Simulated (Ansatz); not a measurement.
Cost and result for the atomization energy of C6H5N (`N#CC1=CCC=C1`) (12 atoms, 12 bonds).

| atom | x (Å) | y (Å) | z (Å) |
| --- | --- | --- | --- |
| N1 | -3.316 | -0.858 | -0.795 |
| C2 | -2.226 | -0.582 | -0.542 |
| C3 | -0.892 | -0.229 | -0.211 |
| C4 | 0.212 | -0.560 | -0.911 |
| C5 | 1.400 | 0.006 | -0.221 |
| C6 | 0.822 | 0.703 | 0.964 |
| C7 | -0.509 | 0.561 | 0.962 |
| H8 | 0.239 | -1.140 | -1.823 |
| H9 | 2.114 | -0.778 | 0.065 |
| H10 | 1.959 | 0.691 | -0.874 |
| H11 | 1.410 | 1.235 | 1.699 |
| H12 | -1.212 | 0.950 | 1.686 |

Charge 0, multiplicity 1. All single points use the PBE0-D4/def2-TZVP geometry. Program: Ansatz. All runs use 4 threads of a server CPU on a shared host. Times are those of one run each, without the atoms' runs, and a repeat can differ threefold. Electronic energies, without spin–orbit coupling; frozen cores. CCSD(T)/CBS adds CCSD(T) − MP2 in def2-TZVPP to the MP2 limit, and its time is that of the two runs behind it. T1 = 0.013; the RHF reference is unstable towards UHF. B3LYP takes the VWN-RPA correlation (the form of Gaussian; ORCA's B3LYP/G).

CCSD(T)/CBS is a level of theory with its own doubt, some kJ/mol a heavy atom from the limit and from the frozen cores, so smaller differences don't rank the functionals.

```
                            level  functions  wall time  atomization (kJ/mol)  difference from CCSD(T)/CBS  per bond
           LDA (SPW92)/def2-TZVPP        287      2.3 s                6715.2                        961.1      80.1
               BLYP-D4/def2-TZVPP        287      3.5 s                5818.5                         64.4       5.4
  PBE-D4/def2-TZVPP (with forces)        287      4.2 s                6024.5                        270.4      22.5
               PBE0-D4/def2-TZVPP        287      4.6 s                5870.8                        116.7       9.7
            r2SCANh-D4/def2-TZVPP        287      6.5 s                5753.9                         -0.2       0.0
          CAM-B3LYP-D4/def2-TZVPP        287      6.5 s                5795.8                         41.7       3.5
B3LYP-D4/def2-TZVPP (with forces)        287      8.5 s                5787.1                         33.0       2.7
                B97M-V/def2-TZVPP        287       11 s                5792.9                         38.8       3.2
                 CCSD(T)/def2-SVP        123       13 s                5544.7                       -209.4     -17.5
 ωB97M-V/def2-TZVPP (with forces)        287       16 s                5793.5                         39.4       3.3
                   MP2/def2-QZVPP        549       44 s                5876.2                        122.1      10.2
               CCSD(T)/def2-TZVPP        287      4 min                5610.2                       -143.9     -12.0
                CCSD(T)/CBS(def2)          –    4.8 min                5754.1                          0.0       0.0
```

From r2SCAN to r2SCAN0 (25 % exact exchange), in def2-TZVPP and without D4, the atomization energy moves by −115.2 kJ/mol: exact exchange takes away binding that semilocal exchange gives to molecules. Leaving LDA and LC-ωPBE aside and taking each functional with its dispersion term where it has one, the values, not all of them listed here, spread over 460.7 kJ/mol, from BHLYP-D4 to PBE-D4. LDA lies +719.1 kJ/mol from PBE without D4, its usual overbinding. At CCSD(T), def2-SVP lies −209.4 kJ/mol from the extrapolated value and def2-TZVPP −143.9 kJ/mol: correlation converges slowly with the basis, and small sets miss more of it in the bonded molecule than in its fragments.
